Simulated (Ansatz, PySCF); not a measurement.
C₂H₆ClNSi₂, SMILES C([Si@@H](Cl)[SiH3])C#N. Atoms are numbered in the order given.

```xyz
12

N     -2.2748     2.4724    -0.2150
C     -2.0051     1.3433    -0.3055
C     -1.5868    -0.0411    -0.3772
Si     0.0797    -0.2708     0.5299
Si     1.7536     1.0736    -0.4096
Cl     0.6041    -2.2703     0.2679
H     -1.4707    -0.3523    -1.4296
H     -2.3445    -0.6991     0.0822
H     -0.1451    -0.0299     1.9829
H      3.0648     0.7065     0.2014
H      1.7919     0.7996    -1.8779
H      1.4623     2.5170    -0.1691
```
Charge 0, spin multiplicity 1.

Geometry: r2SCAN-D4/def2-SVP. The structure was generated by enumeration; whether it is a known compound was not checked. Other conformers were not sampled.

Two levels are set side by side: PBE-D3(BJ)/def2-SVP (Ansatz, a first-principles code) and r2SCAN-D4/def2-SVP (Ansatz). Each level has its own optimised geometry; the coordinates shown are those of the second. Frequencies come from the Hessian of PySCF at each geometry. Differences are taken from unrounded values.

```
quantity                            r2SCAN-D4
----------------------------------  ---------
mean bond length (Å)                    1.557
bond N1–C2 (Å)                          1.164
bond C2–C3 (Å)                          1.448
bond C3–Si4 (Å)                         1.911
bond Si4–Si5 (Å)                        2.343
bond Si4–Cl6 (Å)                        2.084
bond C3–H7 (Å)                          1.104
bond C3–H8 (Å)                          1.104
bond Si4–H9 (Å)                         1.490
bond Si5–H10 (Å)                        1.492
bond Si5–H11 (Å)                        1.494
bond Si5–H12 (Å)                        1.492
highest harmonic wavenumber (cm⁻¹)       3117
mean harmonic wavenumber (cm⁻¹)          1043
zero-point energy (kcal/mol)            44.74
```

Question: What does PBE-D3(BJ) give, and how far is it from r2SCAN-D4? (The exact figures need the calculation; the answer reports its results.)

Answer: 
```tsv
quantity	PBE-D3(BJ)	PBE-D3(BJ) minus r2SCAN-D4
mean bond length (Å)	1.566	0.009
bond N1–C2 (Å)	1.173	0.009
bond C2–C3 (Å)	1.452	0.004
bond C3–Si4 (Å)	1.922	0.011
bond Si4–Si5 (Å)	2.350	0.006
bond Si4–Cl6 (Å)	2.092	0.009
bond C3–H7 (Å)	1.110	0.007
bond C3–H8 (Å)	1.110	0.007
bond Si4–H9 (Å)	1.501	0.011
bond Si5–H10 (Å)	1.503	0.010
bond Si5–H11 (Å)	1.504	0.010
bond Si5–H12 (Å)	1.503	0.011
highest harmonic wavenumber (cm⁻¹)	3053	-64
mean harmonic wavenumber (cm⁻¹)	1015	-28
zero-point energy (kcal/mol)	43.54	-1.19
```
